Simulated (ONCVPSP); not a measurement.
**PBE ONCV dataset for neodymium, scalar-relativistic all-electron reference.**

The input file (ONCVPSP 4.0.1):

```
# ATOM AND REFERENCE CONFIGURATION
# atsym  z   nc   nv     iexc    psfile
  Nd 60.00    9    4        4      upf
#
#   n    l    f
    1    0    2.00
    2    0    2.00
    2    1    6.00
    3    0    2.00
    3    1    6.00
    3    2   10.00
    4    0    2.00
    4    1    6.00
    4    2   10.00
    4    3    4.00
    5    0    2.00
    5    1    6.00
    6    0    2.00
#
# PSEUDOPOTENTIAL AND OPTIMIZATION
# lmax
    3
#
#   l,   rc,      ep,       ncon, nbas, qcut
    0    2.30    0.00    3    7    5.90
    1    2.55    0.00    5    8    6.00
    2    2.60    0.03    3    8    3.60
    3    1.10    0.00    4    9   14.10
#
# LOCAL POTENTIAL
# lloc, lpopt,  rc(5),   dvloc0
    4    5    0.80    0.00
#
# VANDERBILT-KLEINMAN-BYLANDER PROJECTORs
# l, nproj, debl
    0    2    3.30
    1    2    3.20
    2    2    3.80
    3    2    1.20
#
# MODEL CORE CHARGE
# icmod, fcfact, rcfact
    0    0.00    0.00
#
# LOG DERIVATIVE ANALYSIS
# epsh1, epsh2, depsh
   -3.00    5.00    0.02
#
# OUTPUT GRID
# rlmax, drl
    6.00    0.01
#
# TEST CONFIGURATIONS
# ncnf
    4
# nvcnf
#   n    l    f
    4
    4    3    4.00
    5    0    2.00
    5    1    6.00
    6    0    1.00
#
    4
    4    3    4.00
    5    0    2.00
    5    1    6.00
    6    0    0.00
#
    4
    4    3    3.00
    5    0    2.00
    5    1    6.00
    6    0    0.00
#
    4
    4    3    2.00
    5    0    2.00
    5    1    6.00
    6    0    0.00
#
```

Command:

```bash
oncvpsp.x < Nd.dat > Nd.out
```

Output (shortened: citation, most of the input echo, consistency checks and plot data are left out):

```
ONCVPSP  (Optimized Norm-Conservinng Vanderbilt PSeudopotential)
scalar-relativistic version 4.0.1

#   n    l    f        energy (Ha)
    1    0    2.00    -1.5950596E+03
    2    0    2.00    -2.5798917E+02
    2    1    6.00    -2.3061490E+02
    3    0    2.00    -5.5971809E+01
    3    1    6.00    -4.7340061E+01
    3    2   10.00    -3.5370641E+01
    4    0    2.00    -1.1130775E+01
    4    1    6.00    -8.3042634E+00
    4    2   10.00    -4.2877124E+00
    4    3    4.00    -6.4376688E-02
    5    0    2.00    -1.4870208E+00
    5    1    6.00    -8.1176856E-01
    6    0    2.00    -1.2869980E-01

Reference configufation results
  iterations    36
  all-electron total energy (Ha)   -9.62398475D+03

Begin loop to  construct optimized pseudo wave functions
and semi-local pseudopoentials for all angular momenta

Calculating optimized projector #   1

 for l=   0

    Fraction of norm inside rc  0.940520
    Optimizing pswf for qcut=   5.89 a_B^-1,  ecut=  17.37 Ha
    Residual kinetic energy error=  2.64D-07 Ha

    Energy error per electron        Cutoff
         Ha          eV             Ha
         0.01000     0.27211        8.04
         0.00100     0.02721       10.85
         0.00010     0.00272       12.97
         0.00001     0.00027       14.76

Calculating optimized projector #   2

 for l=   0

    Fraction of norm inside rc  0.052838
    Optimizing pswf for qcut=   5.89 a_B^-1,  ecut=  17.37 Ha
    Residual kinetic energy error=  1.23D-07 Ha

    Energy error per electron        Cutoff
         Ha          eV             Ha
         0.01000     0.27211        5.37
         0.00100     0.02721        9.37
         0.00010     0.00272       12.18
         0.00001     0.00027       14.21

   Wellstate for l =  1  n =  8
     eigenvalue =   2.3882
     asymptotic potential =   2.8882
     half-point radius =  4.7485

Calculating optimized projector #   1

 for l=   1

    Fraction of norm inside rc  0.903877
    Optimizing pswf for qcut=   6.00 a_B^-1,  ecut=  17.97 Ha
    Residual kinetic energy error=  1.40D-06 Ha

    Energy error per electron        Cutoff
         Ha          eV             Ha
         0.01000     0.27211        4.40
         0.00100     0.02721       11.18
         0.00010     0.00272       14.09
         0.00001     0.00027       16.23

Calculating optimized projector #   2

 for l=   1

    Fraction of norm inside rc  0.166510
    Optimizing pswf for qcut=   6.00 a_B^-1,  ecut=  17.97 Ha
    Residual kinetic energy error=  1.22D-05 Ha

    Energy error per electron        Cutoff
         Ha          eV             Ha
         0.01000     0.27211        6.14
         0.00100     0.02721       13.22
         0.00010     0.00272       15.90
         0.00001     0.00027       19.00

WARNING wellstate: moderately localized bound state found for n= 5 l=  2
WARNING scattering state with energy  0.05000000
WARNING will be used for the first projector

   Wellstate for l =  2  n =  6
     eigenvalue =   0.0500
     asymptotic potential =   0.5500
     half-point radius = 23.8923

   Wellstate for l =  2  n =  8
     eigenvalue =   3.8500
     asymptotic potential =   4.3500
     half-point radius =  4.2019

Calculating optimized projector #   1

 for l=   2

    Fraction of norm inside rc  0.071197
    Optimizing pswf for qcut=   3.60 a_B^-1,  ecut=   6.49 Ha
    Residual kinetic energy error=  6.74D-05 Ha

    Energy error per electron        Cutoff
         Ha          eV             Ha
         0.01000     0.27211        2.98
         0.00100     0.02721        4.78
         0.00010     0.00272        6.32
         0.00001     0.00027       21.15

Calculating optimized projector #   2

 for l=   2

    Fraction of norm inside rc  0.196028
    Optimizing pswf for qcut=   3.60 a_B^-1,  ecut=   6.49 Ha
    Residual kinetic energy error=  1.07D-01 Ha

    Energy error per electron        Cutoff
         Ha          eV             Ha
         0.01000     0.27211        7.80
         0.00100     0.02721       28.83
         0.00010     0.00272       50.15
         0.00001     0.00027       92.19

   Wellstate for l =  3  n =  5
     eigenvalue =   1.1356
     asymptotic potential =   1.6356
     half-point radius =  3.2675

Calculating optimized projector #   1

 for l=   3

    Fraction of norm inside rc  0.611613
    Optimizing pswf for qcut=  14.09 a_B^-1,  ecut=  99.24 Ha
    Residual kinetic energy error=  2.33D-04 Ha

    Energy error per electron        Cutoff
         Ha          eV             Ha
         0.01000     0.27211       78.33
         0.00100     0.02721       89.97
         0.00010     0.00272      276.36

Calculating optimized projector #   2

 for l=   3

    Fraction of norm inside rc  0.101748
    Optimizing pswf for qcut=  14.09 a_B^-1,  ecut=  99.24 Ha
    Residual kinetic energy error=  5.41D-05 Ha

    Energy error per electron        Cutoff
         Ha          eV             Ha
         0.01000     0.27211       73.09
         0.00100     0.02721       86.67
         0.00010     0.00272       96.54
         0.00001     0.00027      134.65

Construct Vanderbilt / Kleinmman-Bylander projectors

B matrix Hermiticity error, ll=   0
   1   2    9.0807E-05

  Orthonormal projector coefficients  1.7301E+01  9.6638E-01

B matrix Hermiticity error, ll=   1
   1   2    2.4101E-04

  Orthonormal projector coefficients  1.4170E+01  1.0142E+00

B matrix Hermiticity error, ll=   2
   1   2   -5.7015E-05

  Orthonormal projector coefficients  1.8589E+01  2.3177E+00

B matrix Hermiticity error, ll=   3
   1   2    2.3630E-04

  Orthonormal projector coefficients -1.2173E+01 -4.8178E+00

Pseudoatom total energy  -56.753847

Diagnostic tests using Vanderbilt-Kleinman-Bylander pseudopotentials
  1 or more projectors used as specified by nproj input data

   l    rcore       rmatch      e in        delta e   norm test  slope test

   0   2.3098744   2.3800072  -1.4870208   0.0000009   1.0001105   1.0001065
   0   2.3098744   2.3800072  -0.1286998   0.0000016   1.0000283   1.0000175

   1   2.5571372   2.6347775  -0.8117686  -0.0000001   1.0000731   1.0000755
   1   2.5571372   2.6347775   2.3882314   0.0000133   1.0001317   1.0001317

   2   2.6034424   2.6824886   0.0500000  -0.0000583   0.9999854   0.9999854
   2   2.6034424   2.6824886   3.8500000  -0.0001660   1.0000821   1.0000821

   3   1.1001167   1.1335186  -0.0643767   0.0000426   1.0002294   1.0001418
   3   1.1001167   1.1335186   1.1356233  -0.0000114   1.0004764   1.0004764

 Testing for bound ghosts
   n   l    E NL Schr. Eq   E Basis Diag.   E Cutoff

       0                      -17.497885     35.67  WARNING - GHOST(-)
   1   0       -1.487020       -1.486984     35.67
   2   0       -0.128698       -0.097854     35.67

       1                       -4.158990     46.50  WARNING - GHOST(-)
   2   1       -0.811769       -0.811765     46.50

   3   2       -0.070472       -0.064706     50.87

   4   3       -0.064334       -0.046545    407.45

 Testing for highly-localized positive-energy ghosts
       l    <radius>/rc     E Basis Diag.   E Cutoff

       0        0.954984        4.507245     35.67  WARNING - GHOST(+)

       2        0.420472        6.986366     50.87  WARNING - GHOST(+)

       2        0.607832       17.056627     50.87  WARNING - GHOST(+)

Test configuration 0

   n   l     f        eae           eps        diff
   1   0  2.0000-1595.05963554
   2   0  2.0000 -257.98917174
   2   1  6.0000 -230.61490311
   3   0  2.0000  -55.97180871
   3   1  6.0000  -47.34006124
   3   2 10.0000  -35.37064077
   4   0  2.0000  -11.13077455
   4   1  6.0000   -8.30426339
   4   2 10.0000   -4.28771236
   4   3  4.0000   -0.06437669   -0.06433407    4.26D-05
   5   0  2.0000   -1.48702078   -1.48701992    8.58D-07
   5   1  6.0000   -0.81176856   -0.81176865   -8.95D-08
   6   0  2.0000   -0.12869980   -0.12869823    1.57D-06

    Total energies and differences
      AE_ref= -9.62398475D+03  AE_tst= -9.62398475D+03  dif=  0.00D+00
      PS_ref= -5.67538474D+01  PS_tst= -5.67538474D+01  dif=  1.07D-13
      PSP excitation error= -1.07D-13

Test configuration 1

   n   l     f        eae           eps        diff
   1   0  2.0000-1595.27747701
   2   0  2.0000 -258.20594581
   2   1  6.0000 -230.83182339
   3   0  2.0000  -56.18716517
   3   1  6.0000  -47.55544773
   3   2 10.0000  -35.58615903
   4   0  2.0000  -11.34663090
   4   1  6.0000   -8.52032069
   4   2 10.0000   -4.50410251
   4   3  4.0000   -0.28104706   -0.28118100   -1.34D-04
   5   0  2.0000   -1.70631656   -1.70613008    1.86D-04
   5   1  6.0000   -1.03057301   -1.03050816    6.49D-05
   6   0  1.0000   -0.30128733   -0.30125858    2.87D-05

    Total energies and differences
      AE_ref= -9.62398475D+03  AE_tst= -9.62377116D+03  dif=  2.14D-01
      PS_ref= -5.67538474D+01  PS_tst= -5.65406689D+01  dif=  2.13D-01
      PSP excitation error=  4.11D-04

Test configuration 2

   n   l     f        eae           eps        diff
   1   0  2.0000-1595.53513128
   2   0  2.0000 -258.46193054
   2   1  6.0000 -231.08799272
   3   0  2.0000  -56.44119771
   3   1  6.0000  -47.80951793
   3   2 10.0000  -35.84041023
   4   0  2.0000  -11.60115973
   4   1  6.0000   -8.77507814
   4   2 10.0000   -4.75921651
   4   3  4.0000   -0.53560608   -0.53612511   -5.19D-04
   5   0  2.0000   -1.96352089   -1.96312566    3.95D-04
   5   1  6.0000   -1.28557034   -1.28538249    1.88D-04

    Total energies and differences
      AE_ref= -9.62398475D+03  AE_tst= -9.62337475D+03  dif=  6.10D-01
      PS_ref= -5.67538474D+01  PS_tst= -5.61442128D+01  dif=  6.10D-01
      PSP excitation error=  3.68D-04

Test configuration 3

psatom: WARNING lschvkbb convergence error n,l,iter=   4   3   3
ea(ii),et,emin,emax -6.433407E-02 -7.076747E-02 -7.076747E-02 -7.076747E-02
run_config: WARNING for fully non-local PS atom, stg. 1
 WARNING no output for configuration 4

Test configuration 4

psatom: WARNING lschvkbb convergence error n,l,iter=   4   3   3
ea(ii),et,emin,emax -6.433407E-02 -7.076747E-02 -7.076747E-02 -7.076747E-02
run_config: WARNING for fully non-local PS atom, stg. 1
 WARNING no output for configuration 5
```

Note: ghosts flagged at negative energy: s at -476.1 eV, p at -113.2 eV; GHOST(+) flagged for s at 122.6 eV, d at 190.1 eV, d at 464.1 eV. A true bound ghost makes a file unfit for plane-wave use.

The run took about 4.8 s on one core of a shared server CPU.
